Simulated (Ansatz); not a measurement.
Isomers of C2H5FOSi, relaxed with PBE0-D4/def2-TZVP in Ansatz; electronic energies, one conformer each and not always the lowest. Functionals use def2-TZVPP; CBS adds triple-zeta CCSD(T) − MP2 to the MP2 limit of def2-TZVPP and def2-QZVPP.

Q: Order them by energy at frozen-core CCSD(T)/CBS, lowest first. (An estimate is asked.)
A. `FC1OC[SiH2]1`
B. `F[SiH2]C1CO1`
C. `F[C@H]1O[C@H]1[SiH3]`
D. `C[C@H]1O[Si@H]1F`
E. `C=C(F)O[SiH3]`
F. `FC1CO[SiH2]1`

A: D (0.0 kJ/mol), B (118.3 kJ/mol), E (147.0 kJ/mol), F (174.3 kJ/mol), A (291.5 kJ/mol), C (308.6 kJ/mol).

Q: How do r2SCAN-D4, PBE0-D4, B3LYP-D4, B3LYP place them (kJ/mol, against `C[C@H]1O[Si@H]1F`)? (An estimate is asked.)

A: Computed: 
| isomer | r2SCAN-D4 | PBE0-D4 | B3LYP-D4 | B3LYP |
| --- | --- | --- | --- | --- |
| `FC1CO[SiH2]1` | 175.5 | 160.7 | 166.9 | 167.5 |
| `F[SiH2]C1CO1` | 120.6 | 112.4 | 115.9 | 114.6 |
| `C=C(F)O[SiH3]` | 139.7 | 138.5 | 125.9 | 124.5 |
| `F[C@H]1O[C@H]1[SiH3]` | 297.6 | 285.6 | 295.4 | 294.5 |
| `FC1OC[SiH2]1` | 286.8 | 271.0 | 279.9 | 280.5 |

B3LYP here is the variant with VWN-RPA as its local correlation; programs differ in this.
